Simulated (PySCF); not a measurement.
## Spinor energies of Kr¹⁵⁺ (krypton, charge +15)

Start: [Ar] 3d3; 3d3/2 filled at m_j = -1/2, +1/2, +3/2. Calculated with PySCF 2.14 in an even-tempered Gaussian basis (17 s from 1.3 bohr⁻², ratio 2.8; 12 p from 1.7 bohr⁻², ratio 2.8; 8 d from 1.7 bohr⁻², ratio 2.8; 4 f from 6 bohr⁻², ratio 3): generalised Hartree-Fock with the X2C-1e Hamiltonian and a Gaussian nucleus; one run each with spin-orbit coupling (SO) switched off, then screened by Boettger's factors.

```tsv
spinor shell	electrons	ε, spin-free (eV)	ε, screened SO (eV)	weight of nominal j (screened SO)	rms radius, screened SO (bohr)
1s1/2	2	-14900.1	-14899.5	1.000	0.0478
2s1/2	2	-2454.5	-2454.2	1.000	0.198
2p1/2	2	-2222.8	-2262.1	0.993	0.174
2p3/2	4	-2222.8	-2203.7	0.996	0.177
3s1/2	2	-726.98	-726.89	1.000	0.523
3p1/2	2	-646.81	-661.77	0.769	0.517
3p3/2	4	-646.81	-639.43	0.884	0.526
3d3/2	3	-543.56	-543.87	0.695	0.487
```

```csv
quantity,spin-free,screened SO
E (hartree),-2678.63565,-2678.86147
M_J,3/2,3/2
⟨J²⟩,6.752,6.059
⟨L²⟩,12.001,11.851
⟨S²⟩,3.750,3.670
```

The determinant has a definite M_J but mixes levels of different J.

Each row is a mean over spinors that exchange with the open shell spreads, by up to 13.004 eV (3s1/2).

Rows whose weight is well below 1 are mixtures of j = l ± 1/2: exchange outweighs spin-orbit coupling there, and the label is only the starting occupation.

Without spin-orbit coupling the j labels of p, d and f shells carry no meaning; the spin-free column gives the mean over the occupied spinors of each nl shell, and its ⟨J²⟩ belongs to a mixture of degenerate components.
